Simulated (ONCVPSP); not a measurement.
# What one change does to a pseudopotential (P, ONCV)

| Property | Result |
| --- | --- |
| Element | P (Z = 15) |
| Generator | ONCVPSP 4.0.1 |
| Type | optimised norm-conserving Vanderbilt (ONCV) |
| Functional | PBE |
| Relativity | scalar-relativistic |
| Frozen core | [Ne] |
| Valence charge | 5 |
| Reference configuration | 3s2 3p1.5 (charge +1.5) |
| Partial waves | 3s: rc 1.30 bohr, ncon 4, nbas 7, qcut 4.1 1/bohr, 2 projectors, debl 2.1 Ha; 3p: rc 1.30 bohr, ncon 4, nbas 7, qcut 5.4 1/bohr, local |
| Local potential | the p channel |
| Core correction | polynomial model core, fcfact 0.4 |

Change: p: qcut 7.6.

Cutoffs: the cutoffs (Ha) at which the residual kinetic energy of the hardest occupied pseudo-wave falls to 1 and 0.1 mHa per electron; they do not see the model core or the augmentation charge, which bear on the density cutoff. Errors are all-electron minus pseudo energies relative to the spin-unpolarised reference configuration.

Question: How do hardness, ghosts and transferability respond?

Answer: The potential gets softer (40 Ha and 83 Ha → 25 Ha and 73 Ha); the errors of the 4 common tests hardly move; neither file shows a bound ghost.

```tsv
quantity	base	changed
cutoff, loose	40 Ha	25 Ha
cutoff, tight	83 Ha	73 Ha
loose cutoff by channel	s 16 Ha, p 40 Ha	s 16 Ha, p 25 Ha
bound ghosts	none	none
GHOST(+) flags under 300 eV	none	none
error for 3s2 3p3, meV [ΔE -18.04 eV]	+9.6	+10
error for 3s2 3p2, meV [ΔE -8.32 eV]	+1.9	+1.9
error for 3s2 3p1, meV [ΔE 10.83 eV]	+1.5	+1.5
error for 3s2 3p0, meV [ΔE 40.57 eV]	+20	+18
s: phases at 1.32 bohr within 0.05 rad from the reference energy up to (Ha; the scan ends near 5)	4.5	4.5
p: phases at 1.32 bohr within 0.05 rad from the reference energy up to (Ha; the scan ends near 5)	2.0	1.3
rms error of d²Exc/dni dnj with the model core, mHa	0.61	0.59
```
